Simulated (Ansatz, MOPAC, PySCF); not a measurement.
Torsion H3–P1–P2–H5 in H4P2 (SMILES PP); at each angle all else is relaxed with GFN2-xTB, and the levels are single points there.
Geometry at 20° (charge 0, multiplicity 1):
```xyz
6

P     -1.04919    -0.29491    -0.60294
P      1.09831    -0.19127    -0.35558
H     -1.35236     1.03671    -0.32444
H     -1.27405    -0.69062     0.71324
H      1.16108     0.97448     0.40574
H      1.29540     0.49892    -1.54893
```

On the grid 0° to 180°, 100° is the highest and 20° the lowest point at CCSD(T)/CBS(cc-pV(T+d)Z, cc-pV(Q+d)Z).

Correlated levels freeze the cores. CBS: X⁻³ extrapolation of the correlation energy, Hartree–Fock from the larger set. Rows in 6-311+G**, 6-31G*, LANL2DZ, STO-3G carry no dispersion term and start afresh at each structure (6-31G* with six Cartesian d functions). MP2/6-31G* freezes PySCF's default core. LANL2DZ brings its own core potentials from Na on. The state that AM1, PM3 reach isn't checked.

Programs: Ansatz (Gaussian orbitals); MOPAC for AM1, PM3 (differences of heats of formation); PySCF for 6-311+G** rows, 6-31G* rows, LANL2DZ rows, STO-3G rows, the dispersion terms. Each number belongs to the level named beside it.

Other levels give for the energy at 100° less that at 20°: PBE/def2-TZVPP 4.12; B3LYP/def2-TZVPP 4.13; B3LYP-D3(BJ)/def2-TZVPP 4.12; wB97M-V/def2-TZVPP 4.15; CCSD(T)/CBS(cc-pV(T+d)Z, cc-pV(Q+d)Z) 4.21 kcal/mol.

Task: What do these common cheap choices give for the same quantity: AM1, PM3, HF/STO-3G, BP86/6-31G*, B3LYP/6-311+G**, B3LYP/LANL2DZ, M06-2X/6-31G*, MP2/6-31G*?

Result: AM1 4.27; PM3 2.03; HF/STO-3G 3.46; BP86/6-31G* 4.18; B3LYP/6-311+G** 3.98; B3LYP/LANL2DZ 3.01; M06-2X/6-31G* 4.22; MP2/6-31G* 4.58 kcal/mol. They span 2.03 to 4.58 kcal/mol.

Ansatz is a program for electronic structure.
